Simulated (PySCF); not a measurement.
## How methods differ on the excitation energy of K

K [Ar] 4s1 (2S) → K [Ar] 3d1 (2D), as a difference of total energies. Computed with PySCF 2.14 in aug-cc-pwCVTZ-X2C (9s8p6d3f, 84 functions), with scalar relativity by spin-free X2C-1e. Correlated levels: valence and next inner shell: [Ne] frozen. The calculations carry no spin-orbit coupling.

```tsv
method	excitation energy (cm⁻¹)
UHF	19773
MP2 (valence and next inner shell)	21583
SCS-MP2 (valence and next inner shell)	21225
CCSD (valence and next inner shell)	21513
CCSD(T) (valence and next inner shell)	21662
```

Errors of the correlated levels include the incompleteness of this basis and the frozen core.

For comparison: 21536 cm⁻¹ (measured; NIST levels, between the centres of gravity of the two terms).
